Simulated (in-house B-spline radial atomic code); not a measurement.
How G0W0 and RPA depend on the start: the cadmium ion Cd⁷⁺

Configuration [Kr] 4d5, highest spin. Computed with an all-electron radial atomic-structure program (B-spline basis): all electrons, non-relativistic, point nucleus, each spin shell either full or empty, empty states to l = 9 with an (l + 1/2)⁻⁴ tail; G0W0 by contour deformation at full frequency.

Without relativity these are model numbers: it shifts the levels of so heavy an element strongly and can reorder them.

```json
{"start": "Hartree-Fock", "mean-field 4d up (eV)": "-133.09", "G0W0 (eV)": "-133.43", "QP weight": "0.978", "RPA correlation (Eh)": "-2.9074"}
{"start": "LDA VWN5", "mean-field 4d up (eV)": "-122.23", "G0W0 (eV)": "-133.00", "QP weight": "0.964", "RPA correlation (Eh)": "-3.1352"}
{"start": "PBE", "mean-field 4d up (eV)": "-122.25", "G0W0 (eV)": "?", "QP weight": "?", "RPA correlation (Eh)": "?"}
{"start": "PBE0", "mean-field 4d up (eV)": "-125.27", "G0W0 (eV)": "-133.07", "QP weight": "0.969", "RPA correlation (Eh)": "-3.0695"}
{"start": "r2SCAN", "mean-field 4d up (eV)": "-123.13", "G0W0 (eV)": "-133.01", "QP weight": "0.967", "RPA correlation (Eh)": "-3.0907"}
{"start": "HSE06", "mean-field 4d up (eV)": "-124.82", "G0W0 (eV)": "-133.08", "QP weight": "0.968", "RPA correlation (Eh)": "-3.0736"}
{"start": "B3LYP (VWN-RPA)", "mean-field 4d up (eV)": "-124.51", "G0W0 (eV)": "-133.08", "QP weight": "0.968", "RPA correlation (Eh)": "-3.0828"}
{"start": "SCAN", "mean-field 4d up (eV)": "-123.06", "G0W0 (eV)": "-132.97", "QP weight": "0.967", "RPA correlation (Eh)": "-3.0885"}
{"start": "TPSS", "mean-field 4d up (eV)": "-122.31", "G0W0 (eV)": "-132.99", "QP weight": "0.965", "RPA correlation (Eh)": "-3.1192"}
{"start": "BHandHLYP", "mean-field 4d up (eV)": "-127.94", "G0W0 (eV)": "-133.22", "QP weight": "0.972", "RPA correlation (Eh)": "-3.0128"}
{"start": "CAM-B3LYP", "mean-field 4d up (eV)": "-126.48", "G0W0 (eV)": "-133.16", "QP weight": "0.970", "RPA correlation (Eh)": "-3.0609"}
{"start": "LC-wPBE", "mean-field 4d up (eV)": "-127.72", "G0W0 (eV)": "?", "QP weight": "?", "RPA correlation (Eh)": "?"}
{"start": "wB97X", "mean-field 4d up (eV)": "-127.36", "G0W0 (eV)": "-133.03", "QP weight": "0.972", "RPA correlation (Eh)": "-3.0513"}
{"start": "PBEsol", "mean-field 4d up (eV)": "-122.17", "G0W0 (eV)": "-132.97", "QP weight": "0.964", "RPA correlation (Eh)": "-3.1326"}
{"start": "BLYP", "mean-field 4d up (eV)": "-121.91", "G0W0 (eV)": "-132.98", "QP weight": "0.964", "RPA correlation (Eh)": "-3.1324"}
{"start": "r2SCAN0", "mean-field 4d up (eV)": "-125.89", "G0W0 (eV)": "-133.11", "QP weight": "0.970", "RPA correlation (Eh)": "-3.0423"}
{"start": "LDA exchange-only", "mean-field 4d up (eV)": "-120.66", "G0W0 (eV)": "-133.13", "QP weight": "0.963", "RPA correlation (Eh)": "-3.1346"}
```

What G0W0 level, weight and RPA correlation energy follow from the LC-wPBE start?

G0W0 level -133.17 eV, weight 0.971, RPA correlation -3.066 hartree.

What G0W0 level, weight and RPA correlation energy follow from the PBE start?

G0W0 level -132.95 eV, weight 0.964, RPA correlation -3.1312 hartree.

How much of the dependence on the start does G0W0 remove?

The mean-field levels span 12.4 eV and the G0W0 levels 0.479 eV. Against 130.1 ± 2.1 eV (NIST, tabulated theory) the G0W0 removal energies are off by +2.85 to +3.33 eV, with relativity, Breit and QED terms left out.
